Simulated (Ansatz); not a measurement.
The input (input.yaml):

```yaml
crystal:
  periodic: [false, false, false]
  atoms:
    - { symbol: W, position_ang: [-0.791085, -0.223405, -0.117446] }
    - { symbol: H, position_ang: [1.589034, 0.115367, 1.365345] }
    - { symbol: H, position_ang: [2.11302, -0.075541, 0.844264] }
    - { symbol: H, position_ang: [-0.118419, 1.251412, 0.349487] }
    - { symbol: Cl, position_ang: [-2.945434, 0.341988, -0.418236] }
    - { symbol: O, position_ang: [-0.144131, -1.886397, 0.339403] }
    - { symbol: H, position_ang: [0.660901, -2.16415, 0.799632] }
    - { symbol: H, position_ang: [0.247414, 0.143626, -1.390449] }
basis:
  gaussian: { orbitals: def2-SVP }
hamiltonian:
  xc: r2scan
phonons: {}
```

Command:

```bash
$ ansatz run input.yaml --threads 2 --pin off --max-ram 3072MiB --backend cpu --events-out ev --progress --plain --runs-dir out
```

Hardware: 2 threads of Intel(R) Xeon(R) Platinum 8259CL CPU @ 2.50GHz (Skylake/Cascade Lake), on a shared host.

Question: Roughly how long does this run take, and how much memory?

Answer: 110 s, with a peak of 0.17 GiB, for 0 ionic steps.
